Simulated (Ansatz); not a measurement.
Input (CCSDT(Q)/cc-pVQZ; Ansatz, an electronic-structure program):

Ansatz 0.2 input:
```yaml
crystal:
  periodic: [false, false, false]
  atoms:
    - {symbol: Ge, position_ang: [-0.00295088, -0.00102521, 0.06606827]}
    - {symbol: H, position_ang: [0.03968345, -1.12074649, -1.07507425]}
    - {symbol: H, position_ang: [0.05474478, 1.15355319, -1.03911028]}
basis:
  gaussian:
    orbitals: cc-pVQZ
magnetization: {spin_polarized: false}
correlation: {method: ccsdt_q, electrons: outside_noble_gas}
```

Output:

```
Functional definition: HF
integrals: 0.35 GiB planned
1514 factors; integrals over basis functions are off by at most 1.7e-7 eV
mean field: 0.53 GiB planned
mean field evaluation 1: about -56504.5828 eV, gradient 7.9e0 eV
mean field evaluation 2: about -56504.5982 eV, gradient 7.9e0 eV
mean field evaluation 4: about -56504.9547 eV, gradient 1.4e0 eV
mean field evaluation 8: about -56504.9594 eV, gradient 1.5e-3 eV
mean field evaluation 16: about -56504.9593 eV, gradient 6.1e-2 eV
mean field -56504.95938325 eV, -2076.5189568975 hartree, gradient 8.7e-6 eV, S^2 0.000000; 0 other end points of the search recorded, 0 dependent functions left out; unrestricted orbitals would lower it
14 core orbitals not correlated
reference -56504.95938325 eV, -2076.5189568975 hartree; 3, 3 occupied and 111, 111 virtual orbitals, 1514 factors
second order -3.00286559 eV of doubles, -0.00000000 eV of singles
coupled cluster: 1.51 GiB planned
cycle   1  -3.41996446 eV  change   -4.2e-1 eV  update   6.4e-2
cycle   2  -3.73846095 eV  change   -3.2e-1 eV  update   3.0e-2
cycle   3  -3.75049986 eV  change   -1.2e-2 eV  update   1.0e-2
cycle   4  -3.74862574 eV  change    1.9e-3 eV  update   5.1e-3
cycle   5  -3.75081596 eV  change   -2.2e-3 eV  update   1.9e-3
cycle   6  -3.74974860 eV  change    1.1e-3 eV  update   1.0e-3
cycle   7  -3.74974741 eV  change    1.2e-6 eV  update   4.0e-4
cycle   8  -3.75019048 eV  change   -4.4e-4 eV  update   1.5e-4
cycle   9  -3.75012352 eV  change    6.7e-5 eV  update   5.5e-5
cycle  10  -3.75007572 eV  change    4.8e-5 eV  update   1.7e-5
cycle  11  -3.75008051 eV  change   -4.8e-6 eV  update   5.8e-6
cycle  12  -3.75008782 eV  change   -7.3e-6 eV  update   2.4e-6
cycle  13  -3.75008965 eV  change   -1.8e-6 eV  update   6.7e-7
cycle  14  -3.75008915 eV  change    5.0e-7 eV  update   2.9e-7
cycle  15  -3.75008891 eV  change    2.5e-7 eV  update   9.6e-8
perturbative correction -0.00381697 eV, -0.0001402712 hartree
Total energy: -56508.71328913 eV, -2076.6569103940 hartree
```
